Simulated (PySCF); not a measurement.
Question: Give a PBE0-D3(BJ)/def2-SVP geometry of `C=C([Se]C)C(=O)[O-]`. (Charge -1.)

Answer: 
```xyz
12
C4H5O2Se angstrom
C      1.4555   -1.5423    0.4651
C      0.7211   -0.4777    0.1155
Se    -0.7467   -0.7739   -1.0818
C     -2.0181    0.5276   -0.3965
C      1.1551    0.9658    0.5486
O      0.5346    1.9127    0.0274
O      2.0819    0.9824    1.3707
H      2.3517   -1.3453    1.0619
H      1.1957   -2.5681    0.1834
H     -2.7676    0.7083   -1.1806
H     -2.5121    0.1559    0.5128
H     -1.4115    1.4258   -0.1940
```

Any rigid rotation of these coordinates is as good. Atoms count from 1 in this order. C1 (terminal =CH2 carbon) is planar (angles 123.2°, 120.2° and 116.6°, sum 360.0°, 0.00 Å off the plane of its three neighbours). The 2 C–C bonds span 1.340 Å (C1=C2, drawn double) to 1.568 Å (C2–C5, drawn single), a spread of 0.228 Å. C5 (carboxylate carbon) is planar (angles 129.8°, 116.5° and 113.7°, sum 360.0°, 0.00 Å off the plane of its three neighbours). The C–Se distances run from 1.917 Å (C2–Se3, drawn single) to 1.944 Å (Se3–C4, drawn single), a spread of 0.027 Å.

Bonds between heavy atoms (Å): C1=C2 1.340, C2–Se3 1.917, Se3–C4 1.944, C2–C5 1.568, C5=O6 1.246, C5–O7 1.239.

Level of theory: PBE0-D3(BJ)/def2-SVP geometry optimisation, gas phase in PySCF 2.14.0.

Point group: C1 (no symmetry element, even within 0.4 Å). No PBE0-D3(BJ)/def2-SVP frequencies stand behind this structure, so it isn't proved a minimum. Torsions: C1–C2–Se3–C4 145°, C1–C2–C5–O6 170°.

One conformer stands for the species.
